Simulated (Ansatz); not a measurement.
H4S4Sn (`[SH][Sn]([SH])([SH])[SH]`), charge 0, multiplicity 1.

Task: Give a relaxed structure at PBE0-D4/def2-TZVP (Ansatz 0.2.0). (An estimate is asked.)

Result: Ansatz gave: 
Z-matrix (Å, degrees):
```
Sn
S 1 2.387
S 1 2.397 2 112.6
S 1 2.393 2 111.3 3 -117.1
S 1 2.392 2 103.6 3 121.2
H 2 1.344 1 92.1 3 35.9
H 3 1.344 1 92.3 2 83.5
H 4 1.345 1 91.8 2 151.7
H 5 1.344 1 92.2 2 154.3
```
This is one stationary point; other conformers may exist.
